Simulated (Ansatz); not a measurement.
# Two structures of GeH2OSi−

Structure X is a doublet given by its coordinates and structure Y is a doublet given by its coordinates. Both are isolated ions in the gas phase, relaxed with PBE0-D3(BJ)/def2-SVPD.

X (Å):

```yaml
atoms:
  - { symbol: Ge, position_ang: [-1.8969, 0.1282, -1.2219] }
  - { symbol: O, position_ang: [-2.1529, -0.4960, 1.9725] }
  - { symbol: Si, position_ang: [-1.6418, 0.8936, 1.0614] }
  - { symbol: H, position_ang: [-2.3967, -1.1869, 1.3394] }
  - { symbol: H, position_ang: [-2.4261, -1.3216, -0.6844] }
```

Close contacts (Å): Ge1–Si3 2.42, O2–Si3 1.74, Ge1–H5 1.63, O2–H4 0.97.

Y (Å):

```
atom    x (Å)    y (Å)    z (Å)
  Ge  -2.3028  -1.5149   0.9261
   O  -3.1319   1.9191   0.4716
  Si  -1.9565   0.9506   0.8453
   H  -0.7269  -1.7939   0.9254
   H  -2.4015  -1.4988  -0.6720
```

Close contacts (Å): Ge1–Si3 2.49, O2–Si3 1.57, Ge1–H4 1.60, Ge1–H5 1.60.

Question: Which of the two would you expect CCSD(T)/def2-SVPD electronic energies to favour?

Answer: Structure Y; the calculation gives E(Y) − E(X) = −8.5 kcal/mol.

How the difference moves with the method:

```tsv
level	geometry	E(Y) − E(X) (kcal/mol)	departure from the last row (kcal/mol)	job, with rough time for the two
PBE0-D3(BJ)/def2-SVPD	PBE0-D3(BJ)/def2-SVPD	−5.5	+3.0	optimisation, 73 s
HF/def2-SVPD	PBE0-D3(BJ)/def2-SVPD	−1.0	+7.5	part of the CCSD(T) run
MP2/def2-SVPD	PBE0-D3(BJ)/def2-SVPD	−13.0	−4.5	part of the CCSD(T) run
CCSD(T)/def2-SVPD	PBE0-D3(BJ)/def2-SVPD	−8.5		single point, 68 s
```

None of the levels shown reverses the order. The largest departure from CCSD(T)/def2-SVPD is that of HF/def2-SVPD, 7.5 kcal/mol. Levels run at GFN2-xTB geometries aren't shown.

With harmonic frequencies from PBE0-D3(BJ)/def2-SVPD (ideal gas, rigid rotor, one conformer each, 298.15 K, 1 atm): on the last row, ΔE + ΔZPE = −11.3, ΔH = −10.9, ΔG = −11.8 kcal/mol.

Open shells are spin-unrestricted, with notable spin contamination under HF/def2-SVPD, MP2/def2-SVPD, CCSD(T)/def2-SVPD. The correlated steps freeze 15 core orbitals; the filled d shell of Ge is correlated, in a basis made for valence electrons. Mirror images aren't counted in ΔG. Codes used: Ansatz 0.2.0; the last row on 2 threads of Arm Neoverse V2 on a shared host.
